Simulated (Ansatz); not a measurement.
The cluster Na₉⁺. Charge 1, multiplicity 1. Geometry r2SCAN/def2-SVP; atoms count from 1.

Cartesian coordinates in Å:
```
Na -2.680 0.225 0.543
Na -0.880 -2.512 -0.741
Na -0.633 2.391 2.701
Na -1.996 0.117 -3.070
Na -0.237 2.571 -0.956
Na -0.115 -1.240 2.450
Na 2.340 1.111 0.946
Na 2.629 -2.508 0.367
Na 1.571 -0.156 -2.241
```

The restricted singlet is unstable towards broken spin symmetry in Hartree–Fock (as tested in another run); at PBE0/def2-TZVP this wasn't settled. The structure comes from a short search, and lower isomers may exist.

(1) Estimate the Mulliken populations from the PBE0/def2-TZVP orbitals of Ansatz.

## Answers

(1) 
```csv
atom,charge (e)
Na1,0.16
Na2,0.16
Na3,0.01
Na4,0.01
Na5,0.16
Na6,0.16
Na7,0.16
Na8,0.01
Na9,0.16
```
Mulliken values and Mayer orders depend strongly on the basis.
